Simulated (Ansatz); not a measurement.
Consider the cleavage of the Si–B bond: `NB[SiH2]O` + `N[SiH](O)O` → `O[SiH2]N[SiH](O)O` + `BN`.

Gas-phase electronic energies from Ansatz, PBE0-D4/def2-TZVP geometries. CBS: MP2 limit from def2 TZ/QZ plus the TZ coupled-cluster correction, frozen cores. This one scheme is used for every species. Functionals use def2-TZVPP. B3LYP here is the variant with VWN-RPA as its local correlation; programs differ in this. Each species was taken in one conformer, which may not be the lowest.

```tsv
level	ΔE (kJ/mol)	difference from CCSD(T)/CBS
PBE-D4	-94.1	15.0
r2SCAN-D4	-107.2	1.9
PBE0-D4	-100.1	9.0
B3LYP-D4	-109.5	-0.4
ωB97X-V	-107.3	1.8
ωB97M-V	-113.3	-4.2
B2PLYP	-108.7	0.4
PBE	-89.1	20.0
r2SCAN	-105.7	3.4
PBE0	-95.7	13.4
B3LYP	-101.5	7.6
HF/def2-TZVPP	-115.3	-6.2
MP2/def2-TZVPP	-116.9	-7.8
SCS-MP2/def2-TZVPP	-115.1	-6.0
CCSD/def2-TZVPP	-109.7	-0.6
CCSD(T)/def2-TZVPP	-109.8	-0.7
HF/def2-QZVPP	-116.0	-6.9
MP2/def2-QZVPP	-116.8	-7.7
SCS-MP2/def2-QZVPP	-114.8	-5.7
HF/CBS(def2)	-116.0	-6.9
MP2/CBS(def2)	-116.3	-7.2
CCSD/CBS(def2)	-109.1	0.0
CCSD(T)/CBS	-109.1	0
```

Largest T1 diagnostic among the species: 0.013.

From PBE to PBE0 (25 % exact exchange), in def2-TZVPP and without D4, ΔE moves by −6.6 kJ/mol. The D4 term adds −8.0 kJ/mol with B3LYP and −4.5 kJ/mol with PBE0; it sums over pairs of atoms, weighted by their polarisabilities, and B3LYP, whose exchange is more repulsive, gets the larger term.
